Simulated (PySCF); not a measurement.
## Ionisation energy of Zn by level of theory

Zn [Ar] 3d10 4s2 → Zn⁺ [Ar] 3d10 4s1 [4s1/2^1, M_J = 1/2], as a difference of total energies. All numbers are calculated (PySCF 2.14, the two-component X2C-1e Hamiltonian, in x2c-TZVPPall-2c (6s7p4d2f1g, 70 functions)). Correlated levels: [Ne] frozen; the 6 highest virtual spinors dropped. "Screened" scales the spin-orbit matrix elements by Boettger's factors to mimic the two-electron term; Breit and QED terms are absent.

| method | ionisation energy (eV) |
| --- | --- |
| GHF (screened spin-orbit) | 7.791 |
| GMP2 (screened spin-orbit) | 9.108 |

Question: How much does correlation contribute at GMP2 (screened spin-orbit)?

Answer: 9.108 − (7.791) = 1.317 eV, measured against GHF (screened spin-orbit).

Errors of the correlated levels include the incompleteness of this basis and the frozen core.

MP2 underrates the near-degeneracy of ns² with np² in the lower species.

For comparison: 9.394 eV (measured; NIST Atomic Spectra Database, ionization energies).
